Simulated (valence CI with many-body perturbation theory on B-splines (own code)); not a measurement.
**Questions on Eu XXXII**

Computed by relativistic CI+MBPT: four valence electrons over a frozen Dirac-Fock core [Ar] 3d10, a basis of 9 s, 9 p, 8 d, 6 f, 3 g, 1 h functions for each j, with the one-electron correlation potential Σ1 (screened to all orders), the two-electron term Σ2, the three-electron term Σ3, Breit, model QED; selected single and double excitations, second order for the rest, scaled by the run's own slope (own B-spline code, finite nucleus).

No measured spectrum was set against this ion. As an estimate, large intervals hold to a few tenths of a per cent, small ones and those within an open d or f shell to about a per cent.

Levels are named by their leading jj configuration (3d3/2^4 stands for four electrons in 3d with j = 3/2), which in mixed levels can hold well under half, so a name can repeat and another be missing.

Rates and lifetimes use the calculated energies. Strong lines usually hold to 10 to 20 %, long lifetimes can be off by a factor of two.

(1) What is the ground level?

(2) Where does the other parity begin?

(3) Among levels below 1962300 cm⁻¹, which E1 lines absorb most strongly from the ground level?

(4) What is the ionisation energy?

(5) How well does LS coupling describe the low levels?

Answers

(1) (4s^2 4p1/2^2) J=0, composition 73 % 4s2.4p2 3P + 26 % 4s2.4p2 1S.

(2) At (4s 4p1/2^2 4p3/2) J=2, 852400 cm⁻¹.

(3) to (4s^2 4p1/2 4d3/2) J=1 at 7.353 nm, f = 1.15; to (4s 4p1/2^2 4p3/2) J=1 at 10.58 nm, f = 0.462; to (4s 4p1/2 4p3/2^2) J=1 at 7.722 nm, f = 0.306.

(4) 1251 eV; NIST lists 1249 ± 4 eV (theoretical).

(5) Among the lowest 20 levels the leading LS term, summed over configurations, holds 58 % on average. For single configurations the figures are 55 % in LS and 85 % in jj coupling. Terms mix most in the J = 1 level at 1594500 cm⁻¹, where the leading one holds 29 %.
